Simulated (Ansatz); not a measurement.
The same path of a periodic cell of 17 atoms, Si (host Si, host structure diamond, interstitial Si) was run twice with different band settings. Lost on the way: Si1–Si17. Made: Si8–Si17.

All numbers below come from DFT PBE, scalar-relativistic, plane waves, PAW in Ansatz 0.2.0. Settings: PAW set soft_1, cutoff 420 eV, k mesh 2x2x2, gaussian smearing 0.02 eV, no spin polarisation.

Relaxed end points:

```xyz
17
Lattice="0.0000 5.4300 5.4300 5.4300 0.0000 5.4300 5.4300 5.4300 0.0000" Properties=species:S:1:pos:R:3
Si 0.026 -0.024 -0.027
Si 1.392 1.356 1.356
Si 2.712 2.719 -0.005
Si 4.075 4.039 1.354
Si 2.711 -0.005 2.719
Si 4.073 1.357 4.037
Si 5.435 2.719 2.718
Si 6.787 4.072 4.073
Si 0.024 2.738 2.736
Si 1.361 4.074 4.066
Si 2.696 5.410 2.733
Si 4.074 6.789 4.105
Si 2.692 2.740 5.404
Si 4.072 4.106 6.786
Si 5.434 5.427 5.425
Si 6.755 6.789 6.785
Si 9.506 6.789 6.782
```

```xyz
17
Lattice="0.0000 5.4300 5.4300 5.4300 0.0000 5.4300 5.4300 5.4300 0.0000" Properties=species:S:1:pos:R:3
Si 0.003 0.000 0.001
Si 1.357 1.351 1.352
Si 2.718 2.716 0.034
Si 4.081 4.078 1.355
Si 2.718 0.032 2.716
Si 4.080 1.354 4.078
Si 5.401 2.715 2.716
Si 6.766 4.096 4.098
Si 0.041 2.715 2.716
Si 1.359 4.079 4.080
Si 2.718 5.399 2.716
Si 4.100 6.767 4.096
Si 2.718 2.715 5.400
Si 4.101 4.095 6.767
Si 5.432 5.431 5.431
Si 6.766 6.765 6.766
Si 8.149 8.146 8.147
```

Common settings: spring 5.0 eV/Å²; optimiser quadratic models (default); force threshold 0.05 eV/Å; end points relaxed.

| run | movable images | climbing image | start path | iteration limit |
| --- | --- | --- | --- | --- |
| 1 | 5 | yes | IDPP | 62 |
| 2 | 6 | from the first iteration | default | 50 |

**Question.** What does each run give, and how far can it be trusted?

**Answer.** Run 1: converged after 11 iterations, highest image 0.304 eV above the first end. By the program's own check the climbing image is a first-order saddle point (lowest curvatures found: -0.25 and 0.63 eV/Å²).
Run 2: converged after 12 iterations, highest image 0.305 eV above the first end. The order of the stationary point at the top wasn't checked.
Limits of this set-up: coarse k mesh.
